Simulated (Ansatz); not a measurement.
AlFH2OZn, SMILES `[OH][AlH][Zn][F]`, 6 atoms. Charge 0, multiplicity 1. For Zn the d shell is correlated and the shells below it are frozen. Scalar relativity is left out up to krypton. All runs use 2 threads of an Arm Neoverse V1 on a shared host. Correlated methods freeze the cores.

(1) Give the basis size and wall time and peak host memory of each of these runs in Ansatz. RKS ωB97M-V/def2-QZVPP energy; RKS BLYP-D4/def2-TZVPP energy; RHF-CCSD(T) with 3s3p of Cu, Zn/def2-TZVPP energy; RHF-CCSD(T) with 3s3p of Cu, Zn/def2-SVP energy; direct RPA on PBE orbitals with 3s3p of Cu, Zn/def2-TZVPP energy; RKS ωB97M-V/def2-SVP energy; RHF-MP2 with 3s3p of Cu, Zn/def2-QZVPP energy; RKS PBE0-D4/def2-SVP energy; RKS LC-ωPBE/def2-TZVPP energy; RKS r2SCAN-D4/def2-TZVPP energy and forces; RKS PBE0-D4/def2-QZVPP energy; RKS PBE0-D4/def2-TZVP frequencies. (An estimate is asked.)

Answers

(1) Ansatz gave: Other jobs shared the machine, so times are rough.

```tsv
level	job	functions	wall time	peak host memory (GiB)
RKS PBE0-D4/def2-SVP	energy	87	1.4 s	0.4
RKS BLYP-D4/def2-TZVPP	energy	196	2.5 s	0.23
RKS LC-ωPBE/def2-TZVPP	energy	196	2.9 s	0.4
RHF-CCSD(T) with 3s3p of Cu, Zn/def2-SVP	energy	87	3.5 s	0.4
direct RPA on PBE orbitals with 3s3p of Cu, Zn/def2-TZVPP	energy	196	5.5 s	0.4
RKS r2SCAN-D4/def2-TZVPP	energy and forces	196	6 s	0.25
RKS ωB97M-V/def2-SVP	energy	87	7 s	0.4
RKS PBE0-D4/def2-QZVPP	energy	344	9 s	1
RHF-MP2 with 3s3p of Cu, Zn/def2-QZVPP	energy	344	17 s	1.2
RKS ωB97M-V/def2-QZVPP	energy	344	21 s	1.2
RHF-CCSD(T) with 3s3p of Cu, Zn/def2-TZVPP	energy	196	90 s	2.2
RKS PBE0-D4/def2-TZVP	frequencies	159	97 s	0.4
```

LC-ωPBE has ω = 0.4 bohr⁻¹.
